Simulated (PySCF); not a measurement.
Electron correlation in Hg⁺ (mercury, charge +1)

[Xe] 4f14 5d10 6s1, 2S determinant. Computed with PySCF 2.14 in def2-TZVPPD with the def2 core potential (60 electrons), with scalar relativity through the core potential. Frozen: 5s2 5p6; 11 electrons correlated.

MP2 pair energies summed by pair of shells (mhartree):

```tsv
pair	energy	share (%)
5d-5d	-316.81	85.2
5d-6s	-55.11	14.8
```

Total MP2 correlation energy: -371.92 mhartree.

Same-spin part -133.64 and opposite-spin part -238.29 mhartree; SCS-MP2 scales them by 1/3 and 6/5 to -330.49 mhartree.
